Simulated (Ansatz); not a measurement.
System: C4H7B, net charge 0, singlet state. 
Geometry from a B3LYP-D3(BJ)/def2-TZVP (Ansatz, an electronic-structure program) optimisation:
```xyz
12

C      2.1383    -0.9330     0.0504
C      1.0313    -0.4500     0.0243
B     -0.3651     0.1593    -0.0086
C     -0.5286     1.7107     0.1406
C     -1.6070    -0.7789    -0.1910
H      3.1128    -1.3581     0.0734
H      0.2631     2.1906     0.7170
H     -1.5036     2.0041     0.5356
H     -0.4691     2.1309    -0.8740
H     -1.3980    -1.6954    -0.7438
H     -1.9147    -1.0909     0.8178
H     -2.4687    -0.2710    -0.6292
```

Basis-set convergence of Hartree-Fock and CCSD correlation energies (hartree) with Ansatz. Correlated levels leave the core frozen unless marked. Spin-orbit coupling is left out. Non-relativistic.

```json
[
 {"basis": "aug-cc-pVDZ", "functions": "178", "E(HF)": "-180.21119", "E(corr, CCSD)": "-0.68913"},
 {"basis": "aug-cc-pVTZ", "functions": "391", "E(HF)": "-180.25749", "E(corr, CCSD)": "-0.80205"},
 {"basis": "aug-cc-pVQZ", "functions": "722", "E(HF)": "-180.26774", "E(corr, CCSD)": "-0.83339"}
]
```

Extrapolating the two largest sets (X = 3 and 4) as X^-3: E(corr) = (64·(-0.83339) - 27·(-0.80205))/37 = -0.8563 Eh, an estimate of the basis-set limit. The largest set recovers 97.3 % of it, the smallest 80.5 %.
